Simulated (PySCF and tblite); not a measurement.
Results of a calculation; reference values are marked as such.
C9H15B, numbered as in [CH2:1]=[CH:2][C:3](/[CH:4]=[CH:5]/[B:6]([CH3:7])[CH3:8])=[CH:9]/[CH3:10].

The ensemble was built from 200 distance-geometry starts (ETKDG and KDG, UFF, GFN2-xTB) and rests on GFN2-xTB geometries. Weights use PBE0-D3(BJ)/6-31G* energies plus GFN2-xTB zero-point and thermal terms (modes under about 100 cm⁻¹ blended into free rotors). Symmetry numbers and mirror images are counted. Conformers within 2.5 kcal/mol (GFN2-xTB free energy) were kept, 5 at most. Run with PySCF (density fitting) and tblite.

Torsions listed: C1–C2–C3–C4, C2–C3–C4–C5, C4–C5–B6–C7. Of a mirror pair one member is shown.

```csv
conformer,shape,symmetry,E(GFN2) kcal/mol
1,"156°, 137°, -12°",C1 (pair),1.43
2,"153°, -138°, -169°",C1 (pair),1.12
3,"11°, -131°, -170°",C1 (pair),0.00
4,"23°, 38°, 10°",C1 (pair),0.51
5,"144°, -19°, -9°",C1 (pair),0.49
```

Question: Which of these conformers is the most populated at 298.15 K, and with what share?

Answer: Conformer 3, about 52 %. The lead over the next is within the error of the method.

Question: Give the DFT energies and free energies relative to the lowest, and all weights.

Answer: 
```tsv
conformer	shape	E(DFT) kcal/mol	G(298.15 K) kcal/mol	weight %
1	156°, 137°, -12°	3.25	3.24	0.2
2	153°, -138°, -169°	2.85	2.92	0.4
3	11°, -131°, -170°	0.00	0.00	51.9
4	23°, 38°, 10°	1.38	0.89	11.6
5	144°, -19°, -9°	0.85	0.22	35.9
```

Question: How does its share change from 250 K to 350 K?

Answer: From 58 % to 47 %; the mixing entropy goes from 3.19 to 3.48 cal/(mol K).
